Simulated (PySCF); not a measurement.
Telling isomers of C₇H₇FO apart by NMR

PySCF 2.14.0 with density-fitted response routines calculation with geometry from GFN2-xTB and NMR shieldings at PBE0/pcSseg-1/GIAO; non-relativistic Hamiltonian, isolated molecule, a single conformation, averaged over atoms made equivalent by symmetry, fast rotation or ring inversion.

Referencing at the same level of theory: 1H (31.72 ppm), 13C (186.93 ppm) against TMS. Splittings of carbon signals by F and P are missing where no couplings were computed. Where no couplings were computed, multiplicities follow the n + 1 count of equivalent neighbours, and m marks all less simple cases (inequivalent or close neighbours, rings, F or P nearby). Shifts are as computed. Against solution values, carbons near 30 ppm lie about +3 ppm off and those near 130 ppm about +5 ppm. Of 1211 compounds with measured shifts, 218 miss one by over three times the rms of a fit or turn the order of signals round; such compounds aren't used in these exercises.

(1) Tabulate the signals of `CO[C@]12C=C[C@]3(F)[C@H]1[C@@H]32`, `C#C[C@@H](F)[C@@H]1C=COC1` and their relative energies.

(2) What is the quickest way to tell CO[C@]12C=C[C@]3(F)[C@H]1[C@@H]32 from C#C[C@@H](F)[C@@H]1C=COC1?

## Answers

(1) 
```tsv
SMILES	carbon types	δC	δH	E rel. (kcal/mol)
CO[C@]12C=C[C@]3(F)[C@H]1[C@@H]32	2×C 4×CH 1×CH3	136.3, 136.1, 83.3, 71.0, 61.5, 57.2	6.16 (m, 1H), 6.12 (m, 1H), 4.34 (m, 2H), 3.48 (s, 3H)	16.3
C#C[C@@H](F)[C@@H]1C=COC1	1×C 5×CH 1×CH2	158.6, 100.1, 88.1, 86.8, 83.8, 73.4, 53.7	6.46 (d, 1H), 5.28 (m, 1H), 5.04 (m, 1H), 4.64 (m, 1H), 4.60 (m, 1H), 3.75 (m, 1H), 2.08 (d, 1H)	0.0
```

Energies are electronic energies at PBE0/pcSseg-1 on these geometries, without zero-point or thermal terms, each for the one conformer computed, which needn't be the lowest.

(2) Count the carbon signals: 6 against 7. The first has a methyl carbon bonded to O (CH3) at 61.5 ppm, the second an sp3 CH2 bonded to O at 73.4 ppm. Their most deshielded carbons lie at 136.3 and 158.6 ppm.
